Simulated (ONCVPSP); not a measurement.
## What the settings do to the ONCV potential of hafnium (Hf)

Base potential:

* Element: hafnium
* Generator: ONCVPSP 4.0.1
* Type: optimised norm-conserving Vanderbilt (ONCV)
* Functional: LDA (Perdew-Wang 92)
* Relativity: fully relativistic
* Frozen core: [Kr] 4d10 4f14
* Valence charge: 12
* Reference configuration: 5s2 5p6 5d2 6s2
* Partial waves: 5s+6s: rc 1.70 bohr, ncon 4, nbas 8, qcut 9.1 1/bohr, 2 projectors; 5p: rc 1.35 bohr, ncon 3, nbas 7, qcut 5.1 1/bohr, 2 projectors, debl 0.6 Ha; 5d: rc 2.60 bohr, ncon 4, nbas 8, qcut 4.8 1/bohr, 2 projectors, debl 2.5 Ha
* Local potential: polynomial inside 0.95 bohr (lpopt 5, dvloc0 0 Ha)
* Core correction: none

Open shells are filled in proportion to 2j + 1.

In the p channel the program set the typed energies aside and used -1.231, 0.250 Ha (j = l + 1/2; the other j can differ).

All-electron outer shells of the reference configuration (LDA (PZ), scalar-relativistic, ld1.x):

```
shell  level (eV)  outermost node (bohr)  outermost maximum (bohr)
   5s      -67.17                   0.55                      1.01
   5p      -35.71                   0.60                      1.16
   4f      -17.03                      –                      0.45
   6s       -5.27                   1.37                      2.89
   5d       -2.87                   0.67                      1.71
```

Cutoffs, loose and tight: the cutoffs (Ha) at which the residual kinetic energy of the hardest occupied pseudo-wave falls to 1 and 0.1 mHa per electron. They do not see the model core or the augmentation charge, which bear on the density cutoff. Test errors are all-electron minus pseudo excitation energies from the reference, over the configurations 5s2 5p6 5d2 6s1; 5s2 5p6 5d2 6s0; 5s2 5p6 5d1 6s0; 5s2 5p6 5d2 6s0 6p2. A dash means not determined; rows that change the core or the reference have their own tests. The largest error is taken over the tests solved by every variant that gives reliable tests at all: 5s2 5p6 5d2 6s0; 5s2 5p6 5d2 6s0 6p2; 5s2 5p6 5d2 6s1.

A true bound ghost makes a file unfit for plane-wave use even where its test errors are small: the radial tests pick states by their node count and pass the ghost by.

| change | outcome | cutoff, loose | cutoff, tight | bound ghosts | GHOST(+) flags above zero | largest test error (meV) |
| --- | --- | --- | --- | --- | --- | --- |
| base | generated, projector energies reset by the program | 77 Ha | 125 Ha | s | p3/2, d5/2, p1/2, d3/2 | +13 |
| s: nbas 9 | generated, projector energies reset by the program | 77 Ha | 125 Ha | s | p3/2, d5/2, p1/2, d3/2 | +13 |
| d: nproj 1 | generated, projector energies reset by the program | 77 Ha | 125 Ha | s | p3/2, p1/2, d3/2 | +12 |
| s: qcut 6.1; p: qcut 3.4; d: qcut 3.2 | generated, projector energies reset by the program | 75 Ha | 123 Ha | s | p3/2, d5/2, p1/2, d3/2 | +7.5 |
| p: qcut 6.5 | generated, projector energies reset by the program | 24 Ha | 90 Ha | s | p3/2, d5/2, p1/2, d3/2 | +13 |
| local potential polynomial inside 1.00 bohr (lpopt 5, dvloc0 3 Ha) | generated, projector energies reset by the program | 77 Ha | 125 Ha | none | s, d5/2, p1/2 | +13 |

(1) What comes out with this change to the base: all radii scaled by about 1.27 (s 2.16, p 1.72, d 3.32 bohr); local potential polynomial inside 1.22 bohr (lpopt 5, dvloc0 0 Ha)?

(2) What comes out with this change to the base: p: rc 1?

(3) What comes out with this change to the base: core correction polynomial model core, fcfact 0.5?

Answers

(1) outcome: generated, projector energies reset by the program; cutoff, loose: 16 Ha; cutoff, tight: 21 Ha; bound ghosts: none; GHOST(+) flags above zero: s; largest test error (meV): -0.8.

(2) outcome: generated, projector energies reset by the program; cutoff, loose: 140 Ha; cutoff, tight: 209 Ha; bound ghosts: s; GHOST(+) flags above zero: p3/2, d5/2, p1/2, d3/2; largest test error (meV): +13.

(3) outcome: generated, projector energies reset by the program; cutoff, loose: 77 Ha; cutoff, tight: 125 Ha; bound ghosts: s; GHOST(+) flags above zero: p3/2, d5/2, p1/2, d3/2; largest test error (meV): -7.4.
